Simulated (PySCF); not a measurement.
Ge+: ionisation energy

Ge+ [Ar] 3d10 4s2 4p1 (2P) → Ge(2+) [Ar] 3d10 4s2 (1S), as a difference of total energies. Computed with PySCF 2.14 in ANO-RCC-VTZP (6s5p3d1f, 43 functions), with the spin-free X2C one-electron Hamiltonian (Gaussian nucleus). Correlated levels: valence and next inner shell: [Ne] frozen. The calculations carry no spin-orbit coupling.

| method | ionisation energy (eV) | error (eV) |
| --- | --- | --- |
| UHF | 15.253 | -0.536 |
| MP2 (valence and next inner shell) | 15.533 | -0.256 |
| SCS-MP2 (valence and next inner shell) | 15.475 | -0.314 |
| CCSD (valence and next inner shell) | 15.567 | -0.222 |
| CCSD(T) (valence and next inner shell) | 15.579 | -0.210 |

Reference: 15.789 eV (measured; NIST levels, between the centres of gravity of the two terms).

Errors of the correlated levels include the incompleteness of this basis and the frozen core.
